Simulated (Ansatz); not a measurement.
Pb2S3, relaxed as a singlet with RKS r2SCAN-D4/def2-SVP in Ansatz, starting from the GFN1-xTB geometry. Force threshold 0.02 eV/Å.

In the def2 sets Pb takes a core potential; there is no spin–orbit coupling. The structure comes from a short search, and lower isomers may exist.

Start:

Cartesian coordinates in Å:
```
Pb 0.8243 -1.5761 0.4390
Pb -1.1798 1.4006 0.0106
S 0.1746 -0.1280 -1.7036
S -1.2400 -0.6086 1.5665
S 1.4209 0.9121 -0.3125
```

```
        step  energy (eV)  largest force component (eV/Å)  SCF passes
           1  -43000.0377                           1.271          16
           2  -43000.1737                           0.813          26
           3  -43000.2513                           0.287          21
           4  -43000.2604                           0.069          20
5 (rejected)  -43000.2596                           0.125          21
           6  -43000.2610                           0.022          22
           7  -43000.2612                           0.001          21
```

Force components are those of the run's own axes.

End:

```xyz
5

Pb    0.770   -1.573    0.486
Pb   -1.205    1.359    0.064
S     0.250   -0.092   -1.811
S    -1.322   -0.650    1.671
S     1.507    0.956   -0.409
```

By distances, no bond broke or formed. The bond that changes most is Pb2–S5, from 2.67 to 2.78 Å (atoms count from 1).

No frequencies were taken in this run, so the end may be a saddle point.

Run time 13 s (4 threads of Arm Neoverse V2 on a shared host).
